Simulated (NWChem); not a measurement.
The numbers come from NWChem runs, not from measurements. System: C₂H₅O, charge 0, spin multiplicity 2, at a geometry optimised with UB3LYP/def2-SVP. The structure started from a generated list of species. Its SCF solution wasn't tested for a lower state. Level: UPBE0/def2-TZVP.

Part of the output:

```
             Northwest Computational Chemistry Package (NWChem) 7.3.0
             --------------------------------------------------------

                                NWChem Input Module
                                -------------------

 Scaling coordinates for geometry "geometry" by  1.889725989
 (inverse scale =  0.529177249)

                             Geometry "geometry" -> ""
                             -------------------------

 Output coordinates in angstroms (scale by  1.889725989 to convert to a.u.)

  No.       Tag          Charge          X              Y              Z
 ---- ---------------- ---------- -------------- -------------- --------------
    1 C                    6.0000    -1.20973000    -0.17438400     0.21496300
    2 C                    6.0000     0.20967900     0.20937000     0.42507200
    3 O                    8.0000     1.04762100    -0.08609100    -0.61657200
    4 H                    1.0000    -1.78951700    -0.03599300     1.14046500
    5 H                    1.0000    -1.70254000     0.42328900    -0.58208900
    6 H                    1.0000    -1.28906500    -1.23244000    -0.08982000
    7 H                    1.0000     0.46664200     1.08636400     1.03563400
    8 H                    1.0000     1.93381600     0.23759300    -0.41182800

 Effective nuclear repulsion energy (a.u.)      74.8058401271

            Nuclear Dipole moment (a.u.)
            ----------------------------
        X                 Y               Z
 ---------------- ---------------- ----------------
    -0.0000037795     0.0000018897    -0.0000075589


 Summary of "ao basis" -> "" (spherical)
 ------------------------------------------------------------------------------
       Tag                 Description            Shells   Functions and Types
 ---------------- ------------------------------  ------  ---------------------
 *                         def2-tzvp                  on all atoms

                                 NWChem DFT Module
                                 -----------------

 Summary of "ao basis" -> "ao basis" (spherical)
 ------------------------------------------------------------------------------
       Tag                 Description            Shells   Functions and Types
 ---------------- ------------------------------  ------  ---------------------
 C                         def2-tzvp                11       31   5s3p2d1f
 O                         def2-tzvp                11       31   5s3p2d1f
 H                         def2-tzvp                 4        6   3s1p

 Summary of "ao basis" -> "ao basis" (spherical)
 ------------------------------------------------------------------------------
       Tag                 Description            Shells   Functions and Types
 ---------------- ------------------------------  ------  ---------------------
 C                         def2-tzvp                11       31   5s3p2d1f
 O                         def2-tzvp                11       31   5s3p2d1f
 H                         def2-tzvp                 4        6   3s1p

            General Information
            -------------------
          SCF calculation type: DFT
          Wavefunction type:  spin polarized.
          No. of atoms     :     8
          No. of electrons :    25
           Alpha electrons :    13
            Beta electrons :    12
          Charge           :     0
          Spin multiplicity:     2
          Use of symmetry is: off; symmetry adaption is: off
          Maximum number of iterations: 100
          AO basis - number of functions:   123
                     number of shells:    53
          Convergence on energy requested:  1.00D-06
          Convergence on density requested:  1.00D-05
          Convergence on gradient requested:  5.00D-04

              XC Information
              --------------
                         PBE0 Method XC Functional
                     Hartree-Fock (Exact) Exchange  0.250
          PerdewBurkeErnzerhof Exchange Functional  0.750
            Perdew 1991 LDA Correlation Functional  1.000 local
           PerdewBurkeErnz. Correlation Functional  1.000 non-local

             Grid Information
             ----------------
[...]
   107     -0.126464  6 H  s                 68     -0.121199  3 O  px
    96      0.117415  4 H  s                  7      0.100344  1 C  py

 Vector   11  Occ=1.000000D+00  E=-3.614337D-01
              MO Center=  1.3D-01, -3.7D-02, -1.5D-01, r^2= 2.4D+00
   Bfn.  Coefficient  Atom+Function         Bfn.  Coefficient  Atom+Function
  ----- ------------  ---------------      ----- ------------  ---------------
    70      0.262669  3 O  pz                73      0.221233  3 O  pz
     7      0.187946  1 C  py                76      0.157334  3 O  pz
    38     -0.148925  2 C  py                10      0.144918  1 C  py
   107     -0.144252  6 H  s                113     -0.137458  7 H  s
    68      0.121030  3 O  px                69     -0.109101  3 O  py

 Vector   12  Occ=1.000000D+00  E=-3.453395D-01
              MO Center=  5.6D-01,  2.9D-02, -2.0D-01, r^2= 2.0D+00
   Bfn.  Coefficient  Atom+Function         Bfn.  Coefficient  Atom+Function
  ----- ------------  ---------------      ----- ------------  ---------------
    69      0.371158  3 O  py                72      0.315915  3 O  py
    75      0.225901  3 O  py               113     -0.159742  7 H  s
    39     -0.139950  2 C  pz                 6      0.110979  1 C  px
     9      0.101063  1 C  px               114     -0.100058  7 H  s
     8      0.098144  1 C  pz                37     -0.095799  2 C  px

 Vector   13  Occ=0.000000D+00  E=-1.083694D-02
              MO Center=  1.5D-01,  7.1D-02,  4.1D-01, r^2= 2.3D+00
   Bfn.  Coefficient  Atom+Function         Bfn.  Coefficient  Atom+Function
  ----- ------------  ---------------      ----- ------------  ---------------
   102      0.474245  5 H  s                 45      0.417941  2 C  pz
    38     -0.253198  2 C  py                44     -0.249311  2 C  py
    36      0.247275  2 C  s                108     -0.242734  6 H  s
    41     -0.227571  2 C  py                39      0.217136  2 C  pz
   114     -0.217749  7 H  s                 43      0.202993  2 C  px

 Vector   14  Occ=0.000000D+00  E= 4.114025D-02
              MO Center=  1.8D+00,  4.7D-01, -9.3D-02, r^2= 4.2D+00
   Bfn.  Coefficient  Atom+Function         Bfn.  Coefficient  Atom+Function
  ----- ------------  ---------------      ----- ------------  ---------------
   120      1.425404  8 H  s                  5     -1.151244  1 C  s
    67     -0.946978  3 O  s                114      0.897048  7 H  s
    96      0.597270  4 H  s                 36     -0.490205  2 C  s
   102      0.400486  5 H  s                 44     -0.353084  2 C  py
    74     -0.352064  3 O  px               108      0.281037  6 H  s

 Vector   15  Occ=0.000000D+00  E= 7.552758D-02
              MO Center= -1.5D+00, -2.0D-01,  2.0D-01, r^2= 6.3D+00
   Bfn.  Coefficient  Atom+Function         Bfn.  Coefficient  Atom+Function
  ----- ------------  ---------------      ----- ------------  ---------------
     5      6.112878  1 C  s                 36     -1.997668  2 C  s
   108     -1.964149  6 H  s                102     -1.850213  5 H  s
    96     -1.840171  4 H  s                 43      0.949923  2 C  px
   120      0.379366  8 H  s                 44      0.337593  2 C  py
     4     -0.282276  1 C  s                  3      0.270367  1 C  s

   alpha - beta orbital overlaps
   -----------------------------

   alpha      1      2      3      4      5      6      7      8      9     10
    beta      1      2      3      4      5      6      7      9      8     10
 overlap   1.000  1.000  1.000  1.000  0.996  0.989  0.991  0.943  0.981  0.999

   alpha     11     12     13     14     15     16     17     18     19     20
    beta     11     12     13     14     15     16     17     18     19     20
 overlap   0.861  0.877  0.977  0.999  0.999  0.994  0.977  0.978  0.996  0.971

   alpha     21     22     23     24     25     26     27     28     29     30
    beta     21     22     23     24     25     26     27     28     29     30
 overlap   0.903  0.828  0.809  0.896  0.982  0.725  0.721  0.834  0.831  0.991

   alpha     31     32     33     34     35     36     37     38     39     40
    beta     31     32     33     34     35     36     37     38     39     40
 overlap   0.990  0.994  0.995  0.992  0.994  0.991  0.992  0.997  0.994  0.998

   alpha     41     42     43     44     45     46     47     48     49     50
    beta     41     42     43     44     45     46     47     48     49     51
 overlap   0.973  0.974  0.996  0.991  0.801  0.810  0.996  0.986  0.984  0.865

   alpha     51     52     53     54     55     56     57     58     59     60
    beta     50     52     53     54     55     56     57     58     59     60
 overlap   0.932  0.932  0.980  0.970  0.998  0.998  0.997  0.983  0.982  0.996

   alpha     61     62     63     64     65     66     67     68     69     70
    beta     61     62     63     64     65     66     67     68     69     70
 overlap   0.997  0.997  0.996  0.897  0.887  0.985  0.993  0.996  0.998  0.998

   alpha     71     72     73     74     75     76     77     78     79     80
    beta     71     72     73     74     75     76     77     78     79     80
 overlap   0.997  0.995  0.998  0.998  0.997  0.995  0.986  0.986  0.992  0.980

   alpha     81     82     83     84     85     86     87     88     89     90
    beta     81     82     83     84     85     86     87     88     89     90
 overlap   0.986  0.991  0.984  0.975  0.737  0.733  0.927  0.986  0.986  0.962

   alpha     91     92     93     94     95     96     97     98     99    100
    beta     91     92     93     94     95     96     97     98     99    100
 overlap   0.955  0.989  0.990  0.997  0.996  0.995  0.997  0.999  0.998  0.999

   alpha    101    102    103    104    105    106    107    108    109    110
    beta    101    102    103    104    105    106    107    108    109    110
 overlap   0.999  1.000  0.999  0.999  0.999  0.999  0.999  1.000  1.000  1.000

   alpha    111    112    113    114    115    116    117    118    119    120
    beta    111    112    113    114    115    116    117    118    119    120
 overlap   1.000  1.000  1.000  1.000  1.000  1.000  1.000  1.000  1.000  1.000

   alpha    121    122    123
    beta    121    122    123
 overlap   0.999  0.999  1.000

     --------------------------
     Expectation value of S2:
     --------------------------
      <S2> =      0.7544 (Exact =     0.7500)

 center of mass
 --------------
 x =   0.09889221 y =  -0.01991634 z =  -0.04534785

 moments of inertia (a.u.)
 ------------------
          55.898733425762         -12.692431338078          48.506043138925
         -12.692431338078         210.770479705217          -8.259571136613
          48.506043138925          -8.259571136613         183.179447779160

     Multipole analysis of the density
     ---------------------------------

     L   x y z        total         alpha         beta         nuclear
     -   - - -        -----         -----         ----         -------
     0   0 0 0     -0.000000    -13.000000    -12.000000     25.000000

     1   1 0 0      0.274395     -0.084880      0.359279     -0.000004
     1   0 1 0      0.375175      0.132079      0.243094      0.000002
     1   0 0 1      0.242299     -0.245213      0.487519     -0.000008

     2   2 0 0    -11.189167    -59.486945    -57.208071    105.505849
     2   1 1 0      1.242898     -4.055123     -4.366941      9.664962
     2   1 0 1     -0.063978     12.956085     13.549293    -26.569356
     2   0 2 0    -14.507257    -14.128085    -12.666423     12.287251
     2   0 1 1      0.284174     -2.491377     -2.881740      5.657290
     2   0 0 2    -15.556351    -22.117866    -19.479957     26.041471

 Task  times  cpu:       13.1s     wall:       13.1s

 Total times  cpu:       13.1s     wall:       13.1s
```

### Question
Write an NWChem input that would produce this output.

### Answer
One answer among several that fit: 
```
start mol
memory heap 200 mb stack 900 mb global 1100 mb
geometry units angstroms nocenter noautoz noautosym
  C     -1.209730    -0.174384     0.214963
  C      0.209679     0.209370     0.425072
  O      1.047621    -0.086091    -0.616572
  H     -1.789517    -0.035993     1.140465
  H     -1.702540     0.423289    -0.582089
  H     -1.289065    -1.232440    -0.089820
  H      0.466642     1.086364     1.035634
  H      1.933816     0.237593    -0.411828
end
basis spherical
  * library def2-tzvp
end
dft
  xc pbe0
  odft
  mult 2
  semidirect memsize 60000000 filesize 0
  iterations 100
end
task dft energy
```
